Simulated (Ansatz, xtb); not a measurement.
# C3H6F2O2Si: which of two isomers lies lower

We compare X, `C[C@H](C(=O)O)[SiH](F)F`, a singlet, with Y, `C[C@]1(O[SiH](F)F)CO1`, a singlet. Both are isolated molecules in the gas phase, relaxed with B3LYP-D3(BJ)/def2-SVP; each stands in its lowest conformer found.

Question: Estimate E(Y) − E(X) at the level CCSD(T)/def2-SVP + ΔMP2/def2-TZVPP.

Answer: Calculated at CCSD(T)/def2-SVP + ΔMP2/def2-TZVPP: E(Y) − E(X) = +11.0 kcal/mol, so structure X lies lower.

Level by level:

| level | geometry | E(Y) − E(X) (kcal/mol) | departure from the last row (kcal/mol) | job, with rough time for the two |
| --- | --- | --- | --- | --- |
| B3LYP-D3(BJ)/def2-SVP | B3LYP-D3(BJ)/def2-SVP | +16.2 | +5.2 | optimisation, 98 s |
| HF/def2-SVP | B3LYP-D3(BJ)/def2-SVP | +15.4 | +4.5 | part of the CCSD(T) run |
| MP2/def2-SVP | B3LYP-D3(BJ)/def2-SVP | +15.4 | +4.4 | part of the CCSD(T) run |
| CCSD(T)/def2-SVP | B3LYP-D3(BJ)/def2-SVP | +14.9 | +4.0 | single point |
| CCSD(T)/def2-SVP + ΔMP2/def2-TZVPP | B3LYP-D3(BJ)/def2-SVP | +11.0 |  | single point, 1.7 min |

As drawn, Y has 2 C–O, 1 O–Si, 1 C–H in place of 1 C=O, 1 C–Si, 1 O–H. Structure X has no ring, Y a 3-membered ring.

None of the levels shown reverses the order. The largest departure from CCSD(T)/def2-SVP + ΔMP2/def2-TZVPP is that of B3LYP-D3(BJ)/def2-SVP, 5.2 kcal/mol. Levels run at GFN2-xTB geometries aren't shown. The last row adds to CCSD(T) the change of the MP2 difference between the two basis sets, here −4.0 kcal/mol, a large step that makes the value less sure.

With thermal terms from frequencies at re-optimised GFN2-xTB minima (ideal gas, soft modes damped towards free rotors, one conformer each, 298.15 K, 1 atm): the zero-point term adds +0.3 kcal/mol; ΔH is +11.0 and ΔG +11.5 kcal/mol.

The correlated steps freeze 12 core orbitals. Programs: Ansatz 0.2.0, xtb 6.7.1; the last row on 4 threads of Arm Neoverse V1 on a shared host.
